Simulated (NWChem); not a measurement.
System: HS₂ anion

```xyz
3

S      0.0329    -1.1278     0.0000
S      0.0616     1.0137     0.0000
H     -1.2701     1.2982     0.0000
```
Atoms are numbered in this order, from 1.

All runs: NWChem. Sets without diffuse functions describe the anion's extra electron poorly. Structure relaxed at the B3LYP/def2-SVPD level. The highest occupied level is positive, so the extra electron may be held by the finite basis. B3LYP is NWChem's, with the RPA form of VWN correlation. Atomic charges in e: unrestrained fits to the electrostatic potential beside Mulliken populations; the two definitions need not agree.

Q: Estimate the computed values for B3LYP/def2-SVP. Quantities: ESP S1; Mulliken S1; ESP S2; Mulliken S2; relative RMS misfit of the potential (%).

A: 
```yaml
ESP S1: -0.70
Mulliken S1: -0.71
ESP S2: -0.40
Mulliken S2: -0.26
relative RMS misfit of the potential (%): 6
```
